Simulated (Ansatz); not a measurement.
The cluster Zn2Se2⁻. Total charge -1; doublet. Geometry PBE-D4/def2-SVPD, basis def2-TZVPD, Ansatz.

```xyz
4

Zn   -0.585   -0.178   -1.197
Zn    0.586    0.178    1.197
Se   -1.135    1.602    0.317
Se    1.135   -1.602   -0.316
```

```tsv
run	HOMO (eV)	LUMO (eV)
A	-1.36	2.13
B	0.05	0.76
C	-0.19	1.15
D	-0.53	1.48
E	-0.22	0.93
```

HSE06 is defined as in plane-wave codes, on full-range PBE exchange. The structure comes from a short search, and lower isomers may exist.

HOMO and LUMO are taken over both spins.

Question: The runs used CAM-B3LYP, HSE06, PBE, PBE0, r2SCAN. Estimate which is which.

Answer: A CAM-B3LYP (range-separated); B PBE (0 % exact exchange); C HSE06 (range-separated); D PBE0 (25 % exact exchange); E r2SCAN (0 % exact exchange). Exact exchange lowers occupied and raises empty levels; among semilocal functionals meta-GGAs tend to open the gap a little, and such runs are hard to tell apart. The gap grows from 0.71 eV (PBE) to 3.49 eV (CAM-B3LYP). At PBE-D4/def2-TZVPD the highest occupied level of the charge -1 doublet lies above zero (up to 0.05 eV). By energy differences its removal costs 2.04 eV (vertical, to the charge 0 singlet, at PBE-D4/def2-TZVPD); a positive level beside a positive removal energy at the same level points to self-interaction error.
